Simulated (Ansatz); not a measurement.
`[SiH3]O[Si]S` and `O[Si]S` differ in one atom or group.

Ansatz, PBE0-D4/def2-TZVP geometries, multiplicity 1. Each molecule was computed in one conformer, which needn't be the lowest.

```
                                        property  `[SiH3]O[Si]S`
              HOMO energy (PBE0/def2-TZVPP) / eV           -6.88
             HOMO–LUMO gap (PBE/def2-TZVPP) / eV            3.18
               LUMO energy (PBE/def2-TZVPP) / eV           -2.63
            HOMO–LUMO gap (PBE0/def2-TZVPP) / eV            5.04
         HOMO–LUMO gap (ωB97M-V/def2-TZVPP) / eV            9.08
size of the dipole moment (B3LYP/def2-TZVPP) / D            1.50
```

Task: Give the same properties after the change, and the shifts. (Best estimate.)

Result: Computed: 
| property | `O[Si]S` | shift |
| --- | --- | --- |
| HOMO energy (PBE0/def2-TZVPP) / eV | -7.09 | -0.21 |
| HOMO–LUMO gap (PBE/def2-TZVPP) / eV | 3.53 | 0.35 |
| LUMO energy (PBE/def2-TZVPP) / eV | -2.50 | 0.13 |
| HOMO–LUMO gap (PBE0/def2-TZVPP) / eV | 5.37 | 0.33 |
| HOMO–LUMO gap (ωB97M-V/def2-TZVPP) / eV | 9.43 | 0.35 |
| size of the dipole moment (B3LYP/def2-TZVPP) / D | 1.81 | 0.31 |

With PBE0 the HOMO falls by 0.21 eV and the LUMO rises by 0.13 eV, so the gap widens by about 0.34 eV. PBE moves the HOMO by -0.21 eV and ωB97M-V by -0.20 eV. The zero-point energy changes by -42.4 kJ/mol with -9 modes. Dipoles are sizes alone; their direction can turn.

B3LYP here is the variant with VWN-RPA as its local correlation; programs differ in this.
